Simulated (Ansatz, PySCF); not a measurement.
Bi(BH4)3 in two programs

Bi(BH4)3 (singlet), relaxed with PySCF 2.14.0, RKS PBE0, Bi def2-SVP with ECP60, B def2-SVP, H def2-SVP; non-relativistic Hamiltonian with scalar-relativistic core potentials where named; density fitting; no spin-orbit coupling:

```xyz
16

Bi    0.0000    0.0000    0.1470
B     2.3876   -0.0122   -0.5696
H     3.1415    0.0616   -1.5217
H     2.6132   -0.8870    0.2505
H     1.3922   -0.3749   -1.3293
H     2.1997    1.1093   -0.0878
B    -1.1832    2.0738   -0.5696
H    -1.6241    2.6898   -1.5217
H    -0.5384    2.7066    0.2505
H    -0.3714    1.3931   -1.3293
H    -2.0605    1.3504   -0.0877
B    -1.2043   -2.0616   -0.5696
H    -1.5174   -2.7514   -1.5217
H    -2.0747   -1.8196    0.2505
H    -1.0208   -1.0182   -1.3293
H    -0.1392   -2.4596   -0.0877
```

There the HOMO–LUMO gap is 6.27 eV. 

The same geometry by Ansatz 0.2.0 (PBE, PAW, a periodic box with 9 Å of vacuum):

```csv
spin-orbit coupling,gap (eV),largest force component (eV/Å)
without,4.49,0.40
```

**Question.** What does the run with spin-orbit coupling give?

**Answer.** gap (eV): 3.79, largest force component (eV/Å): 0.40. It took 37 s on 2 threads of Arm Neoverse V1, on a shared host, peak memory 2.8 GiB.

The spin-orbit runs use fully relativistic datasets of their own, so changes of a few hundredths of an eV needn't come from the coupling.

The two programs differ in functional, so their gaps don't test each other.
